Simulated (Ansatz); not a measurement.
Gas-phase electronic energies from Ansatz, PBE0-D4/def2-TZVP geometries. CCSD(T)/CBS adds triple-zeta CCSD(T) − MP2 to the extrapolated MP2 energy (def2 sets, frozen cores). DFT in def2-TZVPP. Open shells (•) are unrestricted, without spin–orbit coupling. def2 core potentials past Kr. For Br, In outer-core shells are correlated without core-valence functions, which leaves a few kJ/mol of doubt a bond. Scalar relativity is left out up to krypton. Each species was taken in one conformer, which may not be the lowest.

Consider the homolysis of the In–N bond: `C[N](C)[InH][Br]` → `[Br][InH]`• + `C[N]C`•.

Problem. What is ΔE at CCSD(T)/CBS? (Estimate.)

Solution. The calculation gave: +2.96 eV.

Problem. What do these levels give: B97M-V, B2PLYP, BLYP, CCSD/def2-SVP, HF/def2-TZVPP, MP2/CBS(def2)? (Estimate.)

Solution. Ansatz gave: B97M-V 2.55, B2PLYP 2.56, BLYP 2.12, CCSD/def2-SVP 2.61, HF/def2-TZVPP 1.36, MP2/CBS(def2) 3.32 eV.

Largest T1 diagnostic among the species: 0.015.

Leaving LDA and LC-ωPBE aside and taking each functional with its dispersion term where it has one, the values, not all of them listed here, spread over 0.40 eV, from BLYP-D4 to PBE-QIDH. LDA lies +0.74 eV from PBE without D4, its usual overbinding. From BLYP to BHLYP (50 % exact exchange), in def2-TZVPP and without D4, ΔE moves by +0.11 eV.
